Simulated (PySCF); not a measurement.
# How the method changes the shape and vibrations of CClH3Si

These are calculations, not measurements. The program is PySCF 2.14.0, an open-source quantum chemistry code, run on an isolated molecule that a program drew, which may never have been made. The molecule is CClH3Si (charge 0, singlet), drawn as the SMILES string `C[Si]Cl`.

The geometry was optimised and harmonic frequencies were computed with HF and MP2, all in the cc-pV(D+d)Z basis, for the commonest isotopes, with a restricted reference for singlets and an unrestricted one otherwise, and a frozen core in MP2. Each result is a local minimum of its method.

Geometry at the HF minimum:
```xyz
6
CClH3Si, angstrom
C    -1.5400    1.9478   -0.8804
Si   -0.5336    0.9997    0.4150
Cl    0.7795    2.5530    0.9939
H    -2.0231    2.8212   -0.4275
H    -0.8852    2.3202   -1.6767
H    -2.3089    1.3100   -1.3253
```

Lengths of the bonds as drawn, in Å (atoms numbered as above):
| bond | HF | MP2 |
|---|---|---|
| C1-Si2 | 1.895 | 1.900 |
| Si2-Cl3 | 2.115 | 2.103 |
| C1-H4 | 1.096 | 1.107 |
| C1-H5 | 1.096 | 1.107 |
| C1-H6 | 1.094 | 1.103 |

Rotational constants, in GHz:
| constant | HF | MP2 |
|---|---|---|
| A | 16.51 | 16.31 |
| B | 4.347 | 4.407 |
| C | 3.516 | 3.547 |

Harmonic frequencies in cm^-1, each column in rising order, so a row needn't be the same motion in every method:
| rank | HF | MP2 |
|---|---|---|
| 1 | 99 | 82 |
| 2 | 250 | 237 |
| 3 | 496 | 511 |
| 4 | 624 | 563 |
| 5 | 687 | 667 |
| 6 | 839 | 775 |
| 7 | 1366 | 1250 |
| 8 | 1525 | 1424 |
| 9 | 1540 | 1440 |
| 10 | 3146 | ? |
| 11 | 3227 | 3156 |
| 12 | 3247 | 3183 |

**Estimate the missing MP2 frequency from the HF column.**

A single factor s that minimises the squared misfit of MP2 against s times HF over the other rows is sum(HF x MP2) / sum(HF^2) = 0.9658, with an rms misfit of 40 cm^-1. For rank 10 it gives 0.9658 x 3146 = 3038 cm^-1. The calculation gives 3056 cm^-1, 18 cm^-1 above the estimate. The drawn bonds are on average 0.5 % longer in MP2 than in HF.
